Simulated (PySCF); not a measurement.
Dipole moment and polarisability of `C=CCC(=C)C(=O)C(F)(F)F`

C₇H₇F₃O.
Geometry (PBE0-D3(BJ)/def2-SVP, Å), atoms numbered from 1 in this order:
```xyz
18
C7H7F3O angstrom
C      3.2262    0.1549   -0.0982
C      2.0684   -0.1937   -0.6603
C      0.8465    0.6632   -0.7134
C     -0.3374    0.1049    0.0360
C     -0.2420   -0.8439    0.9810
C     -1.6333    0.7199   -0.3405
O     -1.7275    1.5759   -1.1832
C     -2.9285    0.2582    0.3752
F     -2.8488    0.4827    1.6902
F     -3.1311   -1.0502    0.1955
F     -3.9746    0.9084   -0.0959
H      3.3574    1.1296    0.3832
H      4.0894   -0.5157   -0.1065
H      1.9787   -1.1831   -1.1275
H      1.0654    1.6726   -0.3239
H      0.5346    0.8229   -1.7595
H     -1.1084   -1.2267    1.5213
H      0.7348   -1.2607    1.2405
```

Level: CAM-B3LYP/def2-SVPD (PySCF), static field, nuclei fixed, core orbitals frozen in the response. The polarisability tensor in these axes (au):

```
x   108.52  -3.92   4.48
y    -3.92  81.87 -12.42
z     4.48 -12.42  78.90
```

Task: What are the eigenvalues, a third of the trace, and Δα (Δα² = ½Σ(αi − αj)² over the three pairs)?

Result: Principal values 67.86, 90.92 and 110.52 au; mean 89.77 au = 13.30 Å³ = 14.80 × 10⁻⁴⁰ C²·m²/J; Δα = 36.98 au (41 % of the mean).

Task: What is the dipole moment, and where does it point?

Result: (2.63, -1.57, 1.08) D, 3.25 D in size, pointing from the negative to the positive side. Measured along this direction, the outermost atoms are F11 at the negative end and H13 at the positive end.

Task: Give the principal axes and the span of the nuclei along them.

Result: Largest value along (0.95, -0.23, 0.22), where the nuclei span 7.96 Å; middle along (0.32, 0.72, -0.62), 4.03 Å; least along (-0.02, 0.66, 0.75), 3.31 Å. The response follows the extents in order.

Task: Find the Langevin capture rate constant for NH4+ (18.034 u) meeting this molecule (164.045 u), k = 2.342 × 10⁻⁹ cm³/s × √(α in Å³ / reduced mass in u).

Result: The reduced mass is 16.25 u, so k = 2.12 × 10⁻⁹ cm³/s. The formula leaves out the permanent dipole, which adds to the capture rate.

Task: What would n − 1 = 2πNα be for an ideal gas of these molecules at 298.15 K and 1 atm, electronic part alone?

Result: N = p/kT = 2.4615 × 10¹⁹ cm⁻³, so n − 1 = 2π × N × 13.30 × 10⁻²⁴ cm³ = 2057 × 10⁻⁶ at long wavelengths, for an ideal gas.

Task: Traceless (Buckingham) quadrupole moment about the centre of nuclear charge: eigenvalues?

Result: -3.53, 0.69, 2.84 D·Å. The values depend on the origin, since the dipole doesn't vanish. The electronic extent ⟨r²⟩ about the same centre is 2098 bohr², a root-mean-square distance of 2.64 Å for the 84 electrons.

One conformer (not necessarily the lowest) at the PBE0-D3(BJ)/def2-SVP geometry, without solvent, vibrations or thermal averaging.
